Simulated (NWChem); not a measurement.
# CF2, singlet; SMILES [C](F)F

All runs: NWChem. Low-valent species are run as closed-shell singlets; no triplet was tried in these runs. Each level has its own optimisation; frequencies are unscaled.

```
level                r C–F (Å)  highest harmonic frequency (cm⁻¹)  lowest (cm⁻¹)  zero-point energy (kcal/mol)  dipole (D)
-------------------  ---------  ---------------------------------  -------------  ----------------------------  ----------
Hartree-Fock/STO-3G      1.323                               1473            691                           5.2        0.58
BP86/def2-TZVP           1.321                               1165            638                           4.1        0.69
B3LYP/def2-TZVP          1.304                               1228            671                           4.3        0.63
PBE0/def2-SVP              [?]                                [?]            [?]                           4.6         [?]
```

Problem. Some entries are withheld; supply them.

Solution. 
- PBE0/def2-SVP, r C–F (Å): 1.292
- PBE0/def2-SVP, highest harmonic frequency (cm⁻¹): 1302
- PBE0/def2-SVP, lowest (cm⁻¹): 696
- PBE0/def2-SVP, dipole (D): 0.80
